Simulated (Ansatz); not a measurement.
`[NH2][Ga]([F])[C]1(F)BN1` + H–F → `[NH2][Ga]([F])[F]` + `FC1BN1` at 400 K and 1 bar (ligand exchange at a Ga–C bond).

Calculated with Ansatz (gas phase, PBE0-D4/def2-TZVP geometries, no zero-point term in ΔE). CCSD(T)/CBS is the MP2 limit (def2-TZVPP, def2-QZVPP) plus CCSD(T) − MP2 in def2-TZVPP, frozen cores. This one scheme is used for every species. For Ga outer-core shells are correlated without core-valence functions, which leaves a few kJ/mol of doubt a bond. Scalar relativity is left out up to krypton. One conformer a species, not always the lowest.

| species | CCSD(T)/CBS energy (Eh) | H − E (kJ/mol) | S (J/(mol·K)) |
| --- | --- | --- | --- |
| `[NH2][Ga]([F])[C]1(F)BN1` | -2298.22470 | 209.6 | 451.5 |
| H–F | -100.39570 | 36.5 | 182.2 |
| `[NH2][Ga]([F])[F]` | -2179.54122 | 104.6 | 348.2 |
| `FC1BN1` | -219.10976 | 143.4 | 292.1 |

H − E and S are ideal-gas, rigid-rotor, harmonic terms from PBE0-D4/def2-TZVP, for one conformer and one mirror image of each species. 1 Eh = 2625.50 kJ/mol, R = 8.31446 J/(mol·K).

Q: By hand: ΔE, ΔH, ΔS and ΔG.

A: ΔE = (-2179.54122) + (-219.10976) − (-2298.22470) − (-100.39570) = -0.03058 Eh = -80.3 kJ/mol. Δ(H − E) = 104.6 + 143.4 − 209.6 − 36.5 = 1.9, so ΔH = -78.4 kJ/mol. ΔS = 348.2 + 292.1 − 451.5 − 182.2 = 6.6 J/(mol·K). ΔG = -78.4 − 400 × (6.6)/1000 = -81.0 kJ/mol.

Q: By hand: the equilibrium constant, and the temperature at which ΔG would vanish if ΔH and ΔS stayed fixed.

A: log₁₀ K = −ΔG/(RT ln 10) = 10.6. ΔH and −TΔS have one sign here, so there is no such temperature.

The number of gas molecules stays the same, so ΔS is small and ΔH decides. A doubt of 5 kJ/mol in ΔE shifts log₁₀ K by 0.7 here. Other conformers and mirror images would add mixing entropy, several J/(mol·K) or more a flexible species. Modes under 60 cm⁻¹, often nearly free rotors, make the harmonic entropy too high. These are equilibria of isolated gas molecules and say nothing of rates. Largest T1 diagnostic: 0.014 (customary marks: 0.02 for closed shells, 0.045 for open ones).

ΔS is within the doubt of such terms, so its sign, and with it that verdict, could turn.
